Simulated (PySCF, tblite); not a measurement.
C2H11N3Si2.
Atom-mapped SMILES: `[CH3:1][CH2:2][N:3]1[SiH2:4][NH:5][Si@@H:6]1[NH2:7]` (hydrogens: H8, H9, H10 on C1; H11, H12 on C2; H13, H14 on Si4; H15 on N5; H16 on Si6; H17, H18 on N7)

Computed with GFN2-xTB (tblite), gas phase: Langevin dynamics at 300 K from the optimised GFN2-xTB geometry, time step 0.5 fs, friction 0.01 fs⁻¹, 2000 steps. Over the second half of the run the saved frames average 274 K.

Frame at 250 fs, instantaneous temperature 295 K:
```
atom  x, y, z in Å
C1     -2.505   -0.817    0.408
C2     -1.069   -1.331    0.283
N3     -0.089   -0.291    0.270
Si4     0.026    1.109    1.315
N5      1.770    0.891    0.948
Si6     1.581   -0.560   -0.021
N7      2.064   -0.486   -1.733
H8     -2.520   -0.045    1.170
H9     -3.333   -1.462    0.574
H10    -2.770   -0.291   -0.591
H11    -0.952   -1.934   -0.661
H12    -0.949   -2.077    1.091
H13    -0.285    1.019    2.717
H14    -0.528    2.189    0.580
H15     2.436    1.621    1.148
H16     2.020   -1.727    0.760
H17     3.045   -0.478   -1.978
H18     1.533    0.174   -2.303
```

Frame at 425 fs, instantaneous temperature 347 K:
```
atom  x, y, z in Å
C1     -1.926   -1.196    0.852
C2     -0.522   -1.567    0.326
N3      0.441   -0.568    0.667
Si4     0.458    1.146    1.050
N5      2.155    0.910    0.808
Si6     1.982   -0.559   -0.098
N7      1.972   -0.611   -1.784
H8     -1.810   -0.858    1.893
H9     -2.588   -2.040    0.863
H10    -2.266   -0.384    0.182
H11    -0.558   -1.630   -0.790
H12    -0.239   -2.574    0.705
H13    -0.089    1.626    2.374
H14    -0.179    2.052    0.009
H15     2.990    1.540    0.730
H16     2.863   -1.725    0.153
H17     2.612   -1.252   -2.232
H18     1.200   -0.399   -2.366
```

Frame at 625 fs, instantaneous temperature 283 K:
```
atom  x, y, z in Å
C1     -1.941   -0.792    1.264
C2     -0.900   -1.255    0.159
N3      0.181   -0.298    0.104
Si4     0.378    1.174    0.972
N5      2.077    0.781    0.654
Si6     1.842   -0.747   -0.154
N7      2.331   -0.929   -1.813
H8     -1.467   -0.803    2.229
H9     -2.761   -1.543    1.216
H10    -2.381    0.160    1.025
H11    -1.566   -1.317   -0.734
H12    -0.484   -2.277    0.203
H13     0.323    1.464    2.390
H14    -0.448    2.215    0.288
H15     2.852    1.397    0.709
H16     2.177   -1.934    0.603
H17     2.009   -1.764   -2.325
H18     2.402   -0.113   -2.382
```

Frame at 800 fs, instantaneous temperature 251 K:
```
atom  x, y, z in Å
C1     -1.929   -1.128    0.839
C2     -0.888   -1.203   -0.260
N3      0.233   -0.313   -0.099
Si4     0.306    1.177    0.767
N5      2.041    0.887    0.647
Si6     1.883   -0.786    0.087
N7      2.473   -1.365   -1.417
H8     -1.349   -1.321    1.735
H9     -2.717   -1.835    0.652
H10    -2.424   -0.147    0.942
H11    -1.359   -0.866   -1.192
H12    -0.668   -2.240   -0.446
H13    -0.078    1.236    2.183
H14    -0.011    2.264   -0.045
H15     2.785    1.479    1.004
H16     2.202   -1.853    1.180
H17     3.207   -2.030   -1.499
H18     2.042   -1.097   -2.279
```

Frame at 1000 fs, instantaneous temperature 394 K:
```
atom  x, y, z in Å
C1     -1.622   -1.542    0.793
C2     -0.952   -0.931   -0.401
N3      0.218   -0.159   -0.125
Si4     0.478    1.467    0.423
N5      2.213    0.941    0.426
Si6     1.856   -0.733    0.173
N7      2.548   -1.684   -1.137
H8     -1.010   -2.379    1.118
H9     -2.677   -1.776    0.569
H10    -1.656   -0.875    1.617
H11    -1.591   -0.185   -0.876
H12    -0.719   -1.695   -1.161
H13     0.058    2.102    1.701
H14     0.003    2.391   -0.653
H15     3.080    1.368    0.754
H16     1.920   -1.579    1.327
H17     3.241   -2.409   -0.886
H18     2.893   -1.078   -1.876
```

**Question.** What do single points at PBE0/pcSseg-1 (PySCF, gas phase) give on these frames?

**Answer.** 
```csv
t (fs),GFN2-xTB E above start (eV),DFT E above lowest frame (eV),HOMO (eV),LUMO (eV),dipole (D)
250,0.59,0.46,-6.31,0.06,1.03
425,0.65,0.21,-6.28,0.32,1.80
625,0.60,0.54,-6.18,0.01,1.13
800,0.50,0.28,-6.22,0.24,0.88
1000,0.39,0.00,-6.40,0.08,1.49
```

The two levels order the frames alike by energy but for pairs within 0.08 eV at one level; measured from each level's lowest frame they differ by 0.33 eV at most. The HOMO–LUMO gap runs from 6.19 to 6.60 eV. These are instantaneous structures, not minima.

**Question.** And the isotropic GIAO shieldings (ppm) from the same runs?

**Answer.** 
| atom | 250 fs | 425 fs | 625 fs | 800 fs | 1000 fs | mean | range |
| --- | --- | --- | --- | --- | --- | --- | --- |
| C1 | 163.3 | 163.5 | 160.8 | 162.1 | 165.9 | 163.1 | 5.1 |
| C2 | 146.5 | 142.9 | 143.1 | 150.7 | 149.2 | 146.5 | 7.8 |
| N3 | 218.3 | 210.5 | 191.5 | 211.9 | 200.2 | 206.5 | 26.8 |
| Si4 | 372.5 | 385.1 | 381.9 | 386.3 | 379.2 | 381.0 | 13.8 |
| N5 | 231.1 | 220.9 | 237.9 | 227.5 | 229.9 | 229.5 | 17.0 |
| Si6 | 375.2 | 382.6 | 377.1 | 386.2 | 378.5 | 379.9 | 11.0 |
| N7 | 225.6 | 231.6 | 227.6 | 224.8 | 221.6 | 226.2 | 10.0 |
| H8 | 31.2 | 30.1 | 30.6 | 30.3 | 30.2 | 30.5 | 1.1 |
| H9 | 30.8 | 30.6 | 29.8 | 30.6 | 30.1 | 30.4 | 1.0 |
| H10 | 28.7 | 29.7 | 30.6 | 30.3 | 31.7 | 30.2 | 3.0 |
| H11 | 28.2 | 28.1 | 28.3 | 28.3 | 28.7 | 28.3 | 0.6 |
| H12 | 28.5 | 28.4 | 28.7 | 29.5 | 28.4 | 28.7 | 1.1 |
| H13 | 26.4 | 25.7 | 26.1 | 26.0 | 25.8 | 26.0 | 0.7 |
| H14 | 26.4 | 25.5 | 25.8 | 26.9 | 25.9 | 26.1 | 1.4 |
| H15 | 31.4 | 29.9 | 32.1 | 31.0 | 30.7 | 31.0 | 2.2 |
| H16 | 25.8 | 26.5 | 26.7 | 25.3 | 26.6 | 26.2 | 1.4 |

What follows is the cost of the whole dynamics run. On Arm Neoverse V1, one thread, no GPU, shared host with 32 logical CPUs at a one-minute load of 13, this took 16 s wall and 0.18 GiB of memory at its peak.
